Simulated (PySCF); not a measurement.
**Dipole response of Ta (tantalum, neutral)**

[Xe] 4f14 5d3 6s2, high-spin 4F determinant. Computed with PySCF 2.14 in def2-TZVPPD with the def2 core potential (60 electrons) (6s5p3d2f1g, 59 functions), with scalar relativity through the core potential. Coupled (time-dependent) response in atomic units; α is the mean over directions.

```csv
method,mean α (bohr³),C₆ (like pair),S(−4)
UHF,107.2,1392,7750
PBE,80.71,988.4,2735
PBE0,84.46,1055,2970
BLYP,77.56,936.7,2490
TPSS,86.19,1085,3166
```

S(−4) is the Cauchy moment in α(ω) = α(0) + S(−4) ω² + …

Reference α: 74 ± 20 bohr³ (recommended; Schwerdtfeger and Nagle, table of static dipole polarizabilities (2023 update)). Published C₆: 887.0 (Gould and Bucko (2016)).

Spin-orbit coupling is absent.

Hartree-Fock lies above the reference because it lacks correlation, which contracts the outer shell.

α(iu) at PBE:

```csv
u (hartree),α(iu) (bohr³)
0,80.71
0.0500,74.54
0.100,61.46
0.200,38.64
0.300,25.93
0.500,14.67
0.750,9.048
1.00,6.283
1.50,3.613
2.00,2.361
3.00,1.231
5.00,0.4997
```

A single London oscillator, α(iu) = α/(1 + u²/ω²), gives C₆ = (3/4) ω α². Matching the computed C₆ needs ω = 4 × 988.4 / (3 × 80.71²) = 0.202 hartree.

Energies and moments cover only the electrons outside the core potential. Spin-orbit coupling, absent here, splits the open shell strongly.
